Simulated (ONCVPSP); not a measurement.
What one change does to a pseudopotential (copper, ONCV)

| Quantity | Value |
| --- | --- |
| Element | Cu (Z = 29) |
| Generator | ONCVPSP 4.0.1 |
| Type | optimised norm-conserving Vanderbilt (ONCV) |
| Functional | LDA (Perdew-Wang 92) |
| Relativity | fully relativistic |
| Frozen core | [Ne] |
| Valence charge | 19 |
| Reference configuration | 3s2 3p6 3d9 4s2 |
| Partial waves | 3s+4s: rc 1.05 bohr, ncon 3, nbas 7, qcut 9.9 1/bohr, 3 projectors, debl 1.9 Ha; 3p: rc 0.75 bohr, ncon 4, nbas 7, qcut 12.7 1/bohr, 1 projector; 3d: rc 1.05 bohr, ncon 4, nbas 9, qcut 13.4 1/bohr, 2 projectors, debl 1.5 Ha |
| Local potential | polynomial inside 0.60 bohr (lpopt 5, dvloc0 0 Ha) |
| Core correction | Teter function, fcfact 4.75, rcfact 1.75 |

Open shells are filled in proportion to 2j + 1.

All-electron outer shells of the reference configuration (LDA (PZ), scalar-relativistic, ld1.x):

```
shell  level (eV)  outermost node (bohr)  outermost maximum (bohr)
   2p     -922.16                      –                      0.16
   3s     -119.41                   0.29                      0.61
   3p      -77.17                   0.26                      0.62
   3d       -9.79                      –                      0.60
   4s       -6.05                   0.88                      2.13
```

Change: s: qcut 10.5.

Cutoffs: the cutoffs (Ha) at which the residual kinetic energy of the hardest occupied pseudo-wave falls to 1 and 0.1 mHa per electron; they do not see the model core or the augmentation charge, which bear on the density cutoff. Errors are all-electron minus pseudo energies relative to the spin-unpolarised reference configuration.

Problem. What does the change do?

Solution. The potential gets neither clearly harder nor softer (78 Ha and 214 Ha → 78 Ha and 214 Ha); the errors of the 4 common tests hardly move; neither file shows a bound ghost.

| quantity | base | changed |
| --- | --- | --- |
| cutoff, loose | 78 Ha | 78 Ha |
| cutoff, tight | 214 Ha | 214 Ha |
| loose cutoff by channel | s 38 Ha, p 73 Ha, d 78 Ha | s 42 Ha, p 73 Ha, d 78 Ha |
| bound ghosts | none | none |
| GHOST(+) flags under 300 eV | none | none |
| error for 3s2 3p6 3d10 4s1, meV [ΔE -2.01 eV] | +3.4 | +3.5 |
| error for 3s2 3p6 3d10 4s0, meV [ΔE 6.42 eV] | +11 | +11 |
| error for 3s2 3p6 3d9 4s0, meV [ΔE 28.11 eV] | +4.3 | +4.4 |
| error for 3s2 3p6 3d10 4s0.5, meV [ΔE 1.29 eV] | +7.1 | +7.2 |
| s: phases at 1.06 bohr within 0.05 rad from the reference energy up to (Ha; the scan ends near 5) | to the end of the scan | to the end of the scan |
| p3/2: phases at 0.76 bohr within 0.05 rad from the reference energy up to (Ha; the scan ends near 5) | to the end of the scan | to the end of the scan |
| p1/2: phases at 0.76 bohr within 0.05 rad from the reference energy up to (Ha; the scan ends near 5) | to the end of the scan | to the end of the scan |
| d5/2: phases at 1.06 bohr within 0.05 rad from the reference energy up to (Ha; the scan ends near 5) | to the end of the scan | to the end of the scan |
| d3/2: phases at 1.06 bohr within 0.05 rad from the reference energy up to (Ha; the scan ends near 5) | to the end of the scan | to the end of the scan |
| rms error of d²Exc/dni dnj with the model core, mHa | 4.08 | 4.12 |
